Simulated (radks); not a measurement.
The numbers below are computed, except where a source is named.
Question: The mean radii <r> (bohr) of the occupied orbitals of an atom or ion are listed with their occupations. Code: a radial shooting solver on a logarithmic mesh with Libxc functionals. Model: scalar-relativistic Kohn-Sham, exchange-only LDA, spin-polarised, spherical densities, finite nucleus; Fermi nuclear charge, rms radius of each element as measured or else 0.836 A^(1/3) + 0.57 fm.

orbital  occ.      <r>
1s up       1  0.01934
1s down     1  0.01934
2s up       1  0.08190
2s down     1  0.08190
2p up       3  0.07294
2p down     3  0.07294
3s up       1   0.2129
3s down     1   0.2129
3p up       3   0.2125
3p down     3   0.2125
3d up       5   0.1925
3d down     5   0.1925
4s up       1   0.4785
4s down     1   0.4784
4p up       3   0.5085
4p down     3   0.5083
4d up       5   0.5483
4d down     5   0.5478
5s up       1    1.154
5p up       3    1.348
5p down     3    1.354
4f up       7   0.7086
4f down     7   0.7057
6s up       1    2.959
6s down     1    2.936
5f up       1    7.942

Name the element and its charge. Open shells, if any, are filled with parallel spins first.

Answer: Z = 71, lutetium, charge +1: Lu+ in [Kr] 4d10 4f14 5s1 5p6 6s2 5f1. The 1s radius gives Z: for a bare nucleus <r> = (2 gamma + 1)/(2Z) with gamma = sqrt(1 - (Z/c)^2), 0.01909 bohr for Z = 71, and screening makes it slightly larger (0.01934 here). The occupations add up to 70, and the charge is Z minus that.
